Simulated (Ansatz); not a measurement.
Computed with Ansatz on PBE0-D4/def2-TZVP structures; ΔE is electronic, products minus reactants. CBS: MP2 limit from def2 TZ/QZ plus the TZ coupled-cluster correction, frozen cores. This one scheme is used for every species, atoms too. DFT in def2-TZVPP. Open shells (•) are unrestricted, without spin–orbit coupling. Spin–orbit coupling would lower the free atoms: a little for Al, C. Each species was taken in one conformer, which may not be the lowest.

Reaction (atomization): `NC[NH][AlH2]` → Al• + C• + 7 H• + 2 N•

Q: What is ΔE at CCSD(T)/CBS? (Estimate.)

A: Computed: +878.0 kcal/mol.

Q: What do these levels give: r2SCANh-D4, CAM-B3LYP, HF/def2-SVP, HF/def2-TZVPP, MP2/def2-TZVPP, CCSD(T)/def2-TZVPP? (Best estimate.)

A: The calculation gave: r2SCANh-D4 867.6, CAM-B3LYP 882.1, HF/def2-SVP 614.5, HF/def2-TZVPP 609.7, MP2/def2-TZVPP 857.8, CCSD(T)/def2-TZVPP 851.4 kcal/mol.

Largest T1 diagnostic among the species: 0.018.

From BLYP to BHLYP (50 % exact exchange), in def2-TZVPP and without D4, ΔE moves by −22.0 kcal/mol: exact exchange takes away binding that semilocal exchange gives to molecules. At CCSD(T), def2-SVP lies −56.2 kcal/mol from the extrapolated value and def2-TZVPP −26.5 kcal/mol: correlation converges slowly with the basis, and small sets miss more of it in the bonded molecule than in its fragments.

For atomizations the MP2-based limit and the directly extrapolated one differ by several kJ/mol either way, and by 10 to 25 for some Ge, Se and Sn compounds, so smaller differences from it don't rank the levels.
